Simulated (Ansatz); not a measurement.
Mulliken charges of `[SiH3]S[SiH](Cl)Cl` from PBE/def2-TZVPP in Ansatz (PBE0-D4/def2-TZVP geometry).

```
atom   x (Å)   y (Å)   z (Å)  charge (e)
 Si1  -1.601  -0.347   0.350       0.237
  S2   0.062  -1.331  -0.597      -0.242
 Si3   1.563   0.139  -0.427       0.479
 Cl4   1.959   0.611   1.521      -0.182
 Cl5   1.053   1.872  -1.382      -0.182
  H6  -1.959   0.892  -0.378      -0.022
  H7  -1.290  -0.039   1.765      -0.022
  H8  -2.699  -1.338   0.261      -0.031
  H9   2.785  -0.402  -1.044      -0.033
```

Task: By hand: the dipole of these point charges (1 e Å = 4.8032 D).

Result: Σ q r = (-0.131, -0.109, -0.007) e Å, of length 0.171 e Å = 0.82 D.

Task: How does the dipole of the full density compare? (An estimate is asked.)

Result: The calculation gave: (-0.142, -0.069, 0.014) e Å, 0.76 D; the point charges give 1.08 times that, at 16° from its direction.

Point charges leave out the atoms' own dipoles, such as those of lone pairs, and Mulliken's split depends on the basis, so the close match here is no proof of good charges.
